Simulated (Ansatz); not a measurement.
Energy needed to pull apart InH$_{2}$I (SMILES [InH2][I]), singlet, into free ground-state atoms, from the structure below (displaced at random from a GFN2-xTB minimum); no zero-point or spin–orbit terms; open-shell atoms are treated unrestricted, in their ground-state multiplicity.

```
4
angstrom
In -0.2785 -0.0331 -0.0671
I 2.2860 0.2947 0.8167
H -1.0747 -1.5233 0.2693
H -0.9907 1.2598 -1.0112
```

Program: Ansatz 0.2.0. Basis: def2-TZVPP. Cores are frozen in the correlated methods. Filled d shells of the heavier atoms are correlated. Core potentials replace the inner electrons of the atoms past krypton. The def2 sets are not built for correlating such inner shells, so the correlated values are less sure here.

```json
{"method": "PBE-D4", "atomization energy (eV)": "?"}
{"method": "BLYP-D4", "atomization energy (eV)": "7.38"}
{"method": "r2SCAN-D4", "atomization energy (eV)": "7.74"}
{"method": "PBE0-D4", "atomization energy (eV)": "7.58"}
{"method": "r2SCANh-D4", "atomization energy (eV)": "7.71"}
{"method": "wB97M-V", "atomization energy (eV)": "?"}
{"method": "HF", "atomization energy (eV)": "5.62"}
{"method": "MP2", "atomization energy (eV)": "7.44"}
{"method": "CCSD", "atomization energy (eV)": "7.47"}
{"method": "CCSD(T)", "atomization energy (eV)": "7.60"}
```

(1) What does wB97M-V give? (To be estimated.)

(2) What does PBE-D4 give? (An estimate is asked for; the value comes from the calculation.)

T1 diagnostic: at most 0.013.

Results:

(1) By the calculation: 7.67 eV, which is about 0.08 eV more than CCSD(T)/def2-TZVPP.

(2) The calculation gives: 7.56 eV, which is about 0.04 eV less than CCSD(T)/def2-TZVPP.

In triple zeta the MP2 and coupled-cluster atomization energies are still short of their basis limit by a few kcal/mol a bond, whereas those of the functionals are nearly converged, so these differences are not deviations from converged CCSD(T).

For scale, one of the runs: CCSD(T)/def2-TZVPP forces, 128 basis functions (an equivalent command: `ansatz run in.yaml --threads 4`). The run took 53 s on 4 CPU threads (shared host), with 1.4 GiB of host memory at its peak.
